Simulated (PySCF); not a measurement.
# Telling isomers of C₁₀H₁₀O apart by NMR

[PySCF: PBE0/pcSseg-1 with gauge-including orbitals; structure optimised with GFN2-xTB; a single conformation; one averaged value for each set of equivalent atoms; no solvent model; non-relativistic Hamiltonian]

Chemical shifts δ = σref − σ; $^{1}$H and $^{13}$C against TMS, all at this level. Where no couplings were computed, multiplicities follow the n + 1 count of equivalent neighbours, and m marks all less simple cases (inequivalent or close neighbours, rings, F or P nearby). Shifts are as computed. Against solution values, carbons near 30 ppm lie about +3 ppm off and those near 130 ppm about +5 ppm. Of 1211 compounds with measured shifts, 218 miss one by over three times the rms of a fit or turn the order of signals round; such compounds aren't used in these exercises.

(1) Tabulate the signals of `C#C/C=C\C=C(/C=C)C(C)=O`, `O=C(c1ccccc1)C1CC1`, `O=Cc1ccc2c(c1)CCC2` and their relative energies.

(2) What is the quickest way to tell C#C/C=C\C=C(/C=C)C(C)=O from O=Cc1ccc2c(c1)CCC2?

(3) What is the quickest way to tell C#C/C=C\C=C(/C=C)C(C)=O from O=C(c1ccccc1)C1CC1?

(4) What is the quickest way to tell O=C(c1ccccc1)C1CC1 from O=Cc1ccc2c(c1)CCC2?

## Answers

(1) 
```json
{"SMILES": "C#C/C=C\\C=C(/C=C)C(C)=O", "carbon types": "3×C 5×CH 1×CH2 1×CH3", "δC": "205.0, 146.0, 144.7, 142.3, 139.9, 129.5, 125.3, 103.7, 84.8, 31.1", "δH": "7.84 (d, 1H), 7.19 (m, 1H), 7.07 (m, 1H), 6.08 (m, 1H), 5.85 (m, 1H), 5.54 (m, 1H), 3.63 (d, 1H), 2.38 (s, 3H)", "E rel. (kcal/mol)": "90.6"}
{"SMILES": "O=C(c1ccccc1)C1CC1", "carbon types": "2×C 6×CH 2×CH2", "δC": "209.7, 146.9, 137.4, 134.0, 133.6, 22.1, 15.0", "δH": "8.11 (d, 2H), 7.80 (m, 1H), 7.76 (m, 2H), 2.40 (m, 1H), 1.34 (m, 2H), 1.02 (m, 2H)", "E rel. (kcal/mol)": "19.9"}
{"SMILES": "O=Cc1ccc2c(c1)CCC2", "carbon types": "3×C 4×CH 3×CH2", "δC": "195.5, 157.4, 150.1, 139.9, 135.5, 133.1, 130.4, 36.9, 36.3, 28.8", "δH": "10.14 (s, 1H), 8.40 (d, 1H), 7.76 (s, 1H), 7.74 (d, 1H), 3.14 (m, 2H), 3.11 (m, 2H), 2.19 (m, 2H)", "E rel. (kcal/mol)": "0.0"}
```

Energies are electronic energies at PBE0/pcSseg-1 on these geometries, without zero-point or thermal terms, each for the one conformer computed, which needn't be the lowest.

(2) Both give the same number of carbon signals, but DEPT or the intensities differ. The first has a terminal =CH2 carbon at 129.5 ppm, the second an sp3 CH2 on an aromatic ring at 36.9 ppm. Their most deshielded carbons lie at 205.0 and 195.5 ppm. In the proton spectra the most deshielded non-exchanging signals are 7.84 (d, 1H) and 10.14 (s, 1H).

(3) Count the carbon signals: 10 against 7. The first has a terminal =CH2 carbon at 129.5 ppm, the second a three-membered-ring carbon (CH) at 22.1 ppm. Their most deshielded carbons lie at 205.0 and 209.7 ppm.

(4) Count the carbon signals: 7 against 10. The first has a three-membered-ring carbon (CH) at 22.1 ppm, the second an aldehyde carbonyl carbon (CH) at 195.5 ppm. Their most deshielded carbons lie at 209.7 and 195.5 ppm. In the proton spectra the most deshielded non-exchanging signals are 8.11 (d, 2H) and 10.14 (s, 1H).
